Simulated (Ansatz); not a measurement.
Name a neutral molecule of O, Si, Te and H with HOMO energy (PBE/def2-TZVPP) between -5.80 and -5.50 eV and HOMO–LUMO gap (PBE/def2-TZVPP) between 3.95 and 4.25 eV (Ansatz, PBE0-D4/def2-TZVP geometry).

`O[SiH]([SiH3])[TeH]` (-5.66 eV, 4.08 eV); `O[SiH2][TeH]` (-5.66 eV, 4.18 eV). Other molecules can fit too; these were computed, each in one conformer that needn't be the lowest.
